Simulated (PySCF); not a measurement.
# The third ionisation energy along the 5p block

Calculated with PySCF 2.14 from differences of total energies of unrestricted determinants, without spin-orbit coupling. Values in eV. The last column holds reference values (NIST; (s) semi-empirical, (t) theoretical, else measured). Unmarked ones compare directly (S terms, centres of terms, or small fine structure); those marked * lie between the lowest fine-structure levels and include a spin-orbit shift.

| element | configurations | UHF | LDA | PBE | PBE0 | r2SCAN | MP2 (valence) | reference |
| --- | --- | --- | --- | --- | --- | --- | --- | --- |
| In (aug-cc-pVDZ-PP with ECP28MDF, ECP) | [Kr] 4d10 5s1 → [Kr] 4d10 | 26.647 | 29.021 | 28.623 | 28.262 | 28.353 | n/a | 28.044 |
| Sn (aug-cc-pVDZ-PP with ECP28MDF, ECP) | [Kr] 4d10 5s2 → [Kr] 4d10 5s1 | 28.553 | 31.270 | 30.800 | 30.436 | 30.474 | 29.152 | 30.506 |
| Sb (aug-cc-pVDZ-PP with ECP28MDF, ECP) | [Kr] 4d10 5s2 5p1 → [Kr] 4d10 5s2 | 24.106 | 24.896 | 24.695 | 24.725 | 24.859 | 24.241 | 25.323 * |
| Te (aug-cc-pVDZ-PP with ECP28MDF, ECP) | [Kr] 4d10 5s2 5p2 → [Kr] 4d10 5s2 5p1 | 26.936 | 27.689 | 27.491 | 27.551 | 27.688 | 27.153 | 27.84 ± 0.04 * |
| I (aug-cc-pVDZ-PP with ECP28MDF, ECP) | [Kr] 4d10 5s2 5p3 → [Kr] 4d10 5s2 5p2 | 29.823 | 30.464 | 30.275 | 30.382 | 30.546 | 30.114 | 29.57 ± 0.025 * |
| Xe (aug-cc-pVDZ-PP with ECP28MDF, ECP) | [Kr] 4d10 5s2 5p4 → [Kr] 4d10 5s2 5p3 | 29.264 | 30.745 | 30.410 | 30.422 | 30.430 | 29.625 | 31.05 ± 0.04 (s) * |

"Valence" correlates the outer s and p shells and, in groups 3 to 12 and the f block, the outer d or f shell, open or full, or the next shell where the ion has no valence electron left; the wider scheme adds the next inner shell.
